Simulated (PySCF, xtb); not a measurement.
In(I)3 cation (I3In), SMILES [I][In]([I])[I] (connectivity only; charge and spin as stated), charge +1, multiplicity 2.

Harmonic wavenumbers (cm⁻¹) from xtb 6.7.1 with GFN2-xTB at its own minimum, in rising order: 34, 34, 49, 129, 193, 193.

What does PySCF with B3LYP-D3(BJ)/def2-SVP give at its own minimum? (The exact figures need the calculation; the answer reports its results.)

35, 48, 60, 141, 141, 261. Paired by order, the mean absolute difference is 26 cm⁻¹ and the zero-point energies are 0.9 and 1.0 kcal/mol.
